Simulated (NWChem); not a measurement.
C4H4OSi; SMILES C#CC1=C[SiH2]O1

```xyz
10

C     -0.0792     3.0265     0.0000
C     -0.0013     1.8164     0.0000
C      0.1084     0.3959     0.0000
C      1.2004    -0.4164     0.0000
Si    -0.0420    -1.7757     0.0000
O     -1.0489    -0.3536     0.0000
H     -0.1511     4.0991     0.0000
H      2.2505    -0.1386     0.0000
H     -0.2454    -2.6032    -1.2200
H     -0.2454    -2.6032     1.2200
```
Atoms are numbered in this order, from 1.

Program: NWChem. Coordinates come from a PBE0/def2-SVP optimisation.

**Question.** Among these, which level gives the highest value of “dipole (D)”?
A) PBE0/aug-cc-pVDZ
B) PBE0/cc-pVDZ
C) PBE0/cc-pVTZ

**Answer.** A, PBE0/aug-cc-pVDZ. Values: PBE0/cc-pVTZ 1.14; PBE0/cc-pVDZ 1.14; PBE0/aug-cc-pVDZ 1.23
